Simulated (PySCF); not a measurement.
Ligand exchange on a metal centre used in film growth or etching (Zn F-H). Gas-phase values, no solvent.

The HOMO–LUMO gap from two functionals at the same geometries (BP86-D3(BJ)/def2-SVP), both in PySCF: PBE-D3(BJ)/def2-TZVP and TPSSh-D3(BJ)/def2-TZVP. 

| species | TPSSh-D3(BJ)/def2-TZVP (eV) |
|---|---|
| 0 of 2 F replaced by H ([Zn(F)2]) | 7.04 |
| 1 of 2 F replaced by H ([Zn(F)(H)]) | 8.16 |
| 2 of 2 F replaced by H | 6.56 |

What does PBE-D3(BJ)/def2-TZVP give for each?


- 0 of 2 F replaced by H ([Zn(F)2]): 5.59
- 1 of 2 F replaced by H ([Zn(F)(H)]): 6.79
- 2 of 2 F replaced by H: 5.46
Over these rows, drawn at random from the members with no instability flagged (it was tested for open shells, ions and some series alone), PBE minus TPSSh-D3(BJ): mean -1.31 eV, from -1.45 eV to -1.10 eV.
